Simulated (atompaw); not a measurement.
Before and after: PAW (atompaw) potential for B

```json
{
 "Element": "B (Z = 5)",
 "Generator": "atompaw 4.2.0.5",
 "Type": "PAW",
 "Functional": "PBE",
 "Relativity": "non-relativistic",
 "Frozen core": "[He]",
 "Valence charge": "3",
 "Reference configuration": "2s2 2p1",
 "Partial waves": "2s (bound): rc 1.35 bohr; 2s channel at 2.5 Ry: rc 1.35 bohr; 2p (bound): rc 3.00 bohr; 2p channel at 4.8 Ry: rc 3.00 bohr",
 "Local potential": "troulliermartins scheme with l = 2 at -0.5 Ry, radius 2.95 bohr",
 "Core correction": "smooth core density matched at 2.55 bohr",
 "Augmentation charge": "besselshape compensation charge, radius 2.55 bohr; PAW radius 3.00 bohr; waves and projectors: custom rrkj vanderbiltortho"
}
```

Change: all radii scaled by about 1.27 (s 1.72, p 3.82 bohr); local potential troulliermartins scheme with l = 2 at -0.5 Ry, radius 3.76 bohr; augmentation besselshape compensation charge, radius 3.26 bohr; PAW radius 3.82 bohr; waves and projectors: custom rrkj vanderbiltortho; core correction smooth core density matched at 3.26 bohr.

Cutoffs: the cutoffs (Ry, on a coarse ladder) from which the occupation-weighted sum of valence levels, in a spherical-Bessel basis at the reference potential, stays within 10 and 1 mRy of its value at 400 Ry; they do not see the model core or the augmentation charge, which bear on the density cutoff.

Task: What does the change do?

Result: The potential gets softer (12 Ry and 18 Ry → 6 Ry and 8 Ry); neither file shows a bound ghost. A larger radius leaves more room for a smooth pseudo-wave, so fewer plane waves are needed.

| quantity | base | changed |
| --- | --- | --- |
| cutoff, loose | 12 Ry | 6 Ry |
| cutoff, tight | 18 Ry | 8 Ry |
| loose cutoff by channel (10 mRy a level) | s 8 Ry, p 6 Ry | s 6 Ry, p 6 Ry |
| bound ghosts | none | none |
| lowest overlap eigenvalue by channel | s 0.68, p 1.00 | s 0.64, p 0.14 |

 The cutoffs see the waves, projectors and local potential, not the compensation charge or the core.
